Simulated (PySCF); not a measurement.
Shapes and spin states of IWN

All numbers come from PBE0/[W def2-TZVP with ECP60, N def2-TZVP, I def2-TZVP with ECP28], scalar-relativistic core potentials, density fitting, no spin–orbit coupling, PySCF.

Relaxations began from a few typed shapes and spin states; open shells are unrestricted. The search is not exhaustive: other isomers or separated fragments can lie lower, and high-lying points may rest on an excited occupation.

```csv
spin,group,bonds,angles,imaginary modes (cm⁻¹),ΔE (kJ/mol),ΔE with ZPE (kJ/mol)
triplet,Cs,"W–I 2.615 Å, W–N 1.653 Å",I–W–N 108.2°,none,0.0,0.0
"singlet (closed shell, unstable to spin polarisation)",Cs,"W–I 2.554 Å, W–N 1.646 Å",I–W–N 103.3°,none,82.8,83.3
"singlet (closed shell, unstable to spin polarisation)",Cs,"W–I 2.714 Å, W–N 1.674 Å",I–W–N 152.3°,none,294.0,293.7
"singlet (closed shell, unstable to spin polarisation)",C∞v,"W–I 2.733 Å, W–N 1.704 Å",I–W–N 180.0°,"272i, 272i",319.3,–
```

The lowest minimum found is the triplet Cs: W–I 2.615 Å, W–N 1.653 Å; I–W–N 108.2°.

Formally W is in oxidation state +4, d2, with 2 unpaired electrons (the high-spin count). The Mulliken spin on W is 2.36. The polar-tensor charge on W, 0.99, is far below the formal one.

For the lowest minimum: other spin states or occupations of the open shell can lie lower. Spin–orbit coupling, left out here, can matter for elements this heavy.
